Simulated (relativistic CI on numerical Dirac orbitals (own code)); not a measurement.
**Spin-allowed bands of a d8 ion in an octahedral site, by hand**

Problem. Take Δ = 12160 cm⁻¹ and B = 640 cm⁻¹ for a d8 ion in an octahedral site. Calculate the three spin-allowed bands.

Working.
1. The terms of highest spin are 3F (energy 0) and 3P (15B = 9600 cm⁻¹). Here the F term splits into A2 at −1.2Δ = -14592, T2 at −0.2Δ = -2432 and T1 at +0.6Δ = 7296 cm⁻¹.
2. The two T1 states mix through the element 0.4Δ: H = [[7296, 4864], [4864, 9600]], with roots ½(H₁₁ + H₂₂) ∓ ½√[(H₂₂ − H₁₁)² + 4H₁₂²] = ½(16896) ∓ ½(9997) = 3449 and 13447 cm⁻¹.
3. The ground term is 3A2 at -14592 cm⁻¹.
4. Bands: 3T2 12160 cm⁻¹ (822 nm), 3T1(F) 18041 cm⁻¹ (554 nm), 3T1(P) 28039 cm⁻¹ (357 nm).

Check. Exact diagonalisation of the whole d8 shell with these parameters gives 3T2 12160, 3T1 18041, 3T1 28039 cm⁻¹. The match is exact, since without spin-orbit coupling no other term has this spin. The ratio of the second band to the first, 1.484, depends on Δ/B = 19.0 alone, which is how a Tanabe-Sugano diagram is read.
